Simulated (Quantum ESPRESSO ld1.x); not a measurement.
All-electron atom: Pd9+ in [Kr] 4d1 (the NIST ground configuration). Calculated with ld1.x of Quantum ESPRESSO 7.5: scalar-relativistic Kohn-Sham, LDA (Slater exchange, VWN5 correlation), spin-polarised, spherical densities, point nucleus; open shells are filled with parallel spins first.

Normalised radial functions P(r) = r R(r), r in bohr:

r	4p down
0.002673	0.0045
0.003453	0.0071
0.00446	0.0111
0.005761	0.0175
0.007442	0.0274
0.009613	0.0424
0.01242	0.0649
0.01604	0.0976
0.02072	0.1434
0.02677	0.2040
0.03457	0.2778
0.04466	0.3565
0.05769	0.4202
0.07452	0.4354
0.09627	0.3592
0.1244	0.1589
0.1606	-0.1534
0.2075	-0.4854
0.268	-0.6666
0.3462	-0.5279
0.4472	-0.0354
0.5777	0.6221
0.7463	1.1053
0.964	1.1603
1.245	0.8307
1.609	0.4031
2.078	0.1243
2.684	0.0219
3.467	0.0019

4p down: eigenvalue -206.13 eV, 2 radial nodes at r = 0.143, 0.454 bohr, <r> = 0.948 bohr, 90 % of the charge inside 1.37 bohr.
